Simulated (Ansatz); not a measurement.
The first iterations of a band of H2S + H5NOSi (11 atoms, charge 0, multiplicity 1).

The calculation used RKS CAM-B3LYP/def2-SVP in Ansatz.

| Item | Value |
| --- | --- |
| movable images | 9 |
| climbing image | yes |
| spring | 5.0 eV/Å² |
| optimiser | quadratic models (default) |
| start path | through a guess of the saddle point |
| force threshold | 0.2 eV/Å |
| iteration limit | 60 |
| end points | relaxed |

First end point:

```xyz
11
Properties=species:S:1:pos:R:3
Si -0.041 -1.088 -0.462
O 0.386 0.471 -0.017
H 0.739 -1.515 -1.654
H -1.489 -0.953 -0.739
N 0.253 -2.287 0.726
H -0.277 2.422 -0.411
S -0.502 3.747 -0.569
H 1.304 0.625 0.234
H 1.054 -2.905 0.695
H -0.257 -2.356 1.598
H -1.169 3.840 0.600
```

Last end point:

```xyz
11
Properties=species:S:1:pos:R:3
Si -0.439 -0.710 -1.102
O -0.198 1.540 1.556
H -0.096 -1.596 -2.248
H -1.859 -0.932 -0.724
N 0.461 -1.035 0.372
H 0.628 1.981 1.792
S 0.015 1.266 -1.744
H 0.067 0.615 1.364
H 1.476 -1.064 0.294
H 0.143 -1.823 0.933
H -0.198 1.759 -0.492
```

| iteration | highest image above the first end (eV) | largest band force component (eV/Å) |
| --- | --- | --- |
| 1 | 4.331 | 19.338 |
| 2 | 1.886 | 2.751 |
| 3 | 1.729 | 3.027 |
| 4 | 1.430 | 1.104 |
| 5 | 1.386 | 0.580 |
| 6 | 1.367 | 1.273 |

Q: Does the band converge within its limit, and where does its top end?

A: The run converged. It ended after 20 iterations with the highest image 1.414 eV above the first end. The threshold of 0.2 eV/Å is loose, so the images may lie well off the minimum-energy path. Another band between the same ends (9 images) ends at a top of the same energy, where a vibrational analysis finds 1 clearly imaginary mode. The orbitals stay closed-shell, which can raise the energy where a bond breaks towards radicals; this wasn't checked here.

Run time: 6.3 min on 4 threads of Arm Neoverse N1, with other jobs on the host, peak memory 0.27 GiB.
